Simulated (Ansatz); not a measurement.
Au2S2⁻, relaxed as a quartet with UKS PBE-D4/def2-SVPD in Ansatz, starting from the PBE-D4/def2-SVPD geometry of the charge -1 doublet. Force threshold 0.02 eV/Å.

In the def2 sets Au takes a core potential; there is no spin–orbit coupling. At PBE-D4/def2-SVPD a doublet of charge -1 lies 0.82 eV below the quartet, each at its own geometry. The structure comes from a short search, and lower isomers may exist.

Start:

```xyz
4

Au    0.2079   -1.7232   -2.0875
Au   -0.0224    0.5640    0.6815
S     1.1319    1.8202    2.1521
S    -1.3174   -0.6610   -0.7460
```

```csv
step,energy (eV),largest force component (eV/Å),SCF passes
1,-29047.5196,0.911,21
2,-29047.5758,0.372,30
3,-29047.6315,0.171,33
4,-29047.6817,0.199,29
5,-29047.7055,0.092,30
6,-29047.7057,0.056,24
7,-29047.7065,0.005,24
```

Force components are those of the run's own axes.

End:

Cartesian coordinates in Å:
```
Au 0.4938 -1.4043 -1.7139
Au -0.0238 0.4159 0.5028
S 1.1989 1.6344 1.9253
S -1.6690 -0.6461 -0.7142
```

By distances, no bond broke or formed, bridged metal pairs apart. The bond that changes most is Au1–S4, from 2.29 to 2.50 Å (atoms count from 1). Metal–metal contacts that move far: Au1–Au2 3.60 to 2.91 Å.

No frequencies were taken in this run, so the end may be a saddle point.

Hardware: 4 threads of Arm Neoverse V1 on a shared host. Wall time 13 s.
